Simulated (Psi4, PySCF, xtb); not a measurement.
Interaction energy of C2H6O ··· CHN (SMILES COC and C#N). Monomers: optimised at B3LYP-D3(BJ) (def2-TZVP), held rigid. Orientation: a random orientation, not optimised. Only R, the distance of the centres of mass, is varied, so the lowest point isn't the relaxed dimer.

Geometry at R = 4.39 Å (first 9 atoms: monomer A):
```
12

C      1.1521    -0.0275    -0.2170
O      0.1679     0.4805     0.6544
C     -1.1334     0.0809     0.2898
H      2.1180     0.3291     0.1374
H      1.1556    -1.1258    -0.2223
H      0.9967     0.3228    -1.2463
H     -1.3959     0.4366    -0.7156
H     -1.2378    -1.0123     0.3080
H     -1.8232     0.5156     1.0116
C     -1.9740     0.1560    -3.4673
N     -3.0845     0.1345    -3.1842
H     -0.9405     0.1760    -3.7308
```

Levels of theory: GFN1-xTB (xtb); RHF/3-21G = PySCF 2.14.0 with restricted Hartree-Fock/3-21G, no counterpoise correction; RKS-B3LYP/6-31G* = restricted B3LYP/6-31G*, spherical d, no counterpoise correction (PySCF); SAPT0/jun-cc-pVDZ, frozen core (Psi4).

Interaction energies in kcal/mol; the last columns give the difference from SAPT0:

```
R / Å  GFN1-xTB  RHF/3-21G  RKS-B3LYP/6-31G*  SAPT0/jun-cc-pVDZ  GFN1-xTB − SAPT0/jun-cc-pVDZ  RHF/3-21G − SAPT0/jun-cc-pVDZ  RKS-B3LYP/6-31G* − SAPT0/jun-cc-pVDZ
-----  --------  ---------  ----------------  -----------------  ----------------------------  -----------------------------  ------------------------------------
3.77       0.17       4.11              3.37               3.16                         -2.99                           0.95                                  0.21
3.95      -0.53       2.02              1.66               1.57                         -2.11                           0.45                                  0.08
4.23      -0.76       0.49              0.42               0.41                         -1.17                           0.08                                  0.01
4.39      -0.71       0.13              0.12               0.13                         -0.84                           0.00                                 -0.01
4.56      -0.61      -0.05             -0.03              -0.01                         -0.59                          -0.04                                 -0.02
4.80      -0.46      -0.11             -0.09              -0.08                         -0.38                          -0.03                                 -0.01
5.11      -0.32      -0.05             -0.06              -0.07                         -0.25                           0.02                                  0.01
5.35      -0.23       0.01             -0.02              -0.04                         -0.19                           0.05                                  0.02
5.86      -0.12       0.08              0.05               0.01                         -0.13                           0.07                                  0.03
6.60      -0.04       0.09              0.06               0.05                         -0.08                           0.04                                  0.01
7.56       0.00       0.07              0.04               0.05                         -0.05                           0.02                                 -0.01
8.87       0.01       0.05              0.03               0.04                         -0.03                           0.01                                 -0.01
```

GFN1-xTB is furthest from SAPT0/jun-cc-pVDZ at 3.77 (-2.99 kcal/mol, below); its mean absolute difference over the points is 0.74 kcal/mol.

RHF/3-21G is furthest from SAPT0/jun-cc-pVDZ at 3.77 (0.95 kcal/mol, above); its mean absolute difference over the points is 0.15 kcal/mol.

RKS-B3LYP/6-31G* is furthest from SAPT0/jun-cc-pVDZ at 3.77 (0.21 kcal/mol, above); its mean absolute difference over the points is 0.04 kcal/mol.
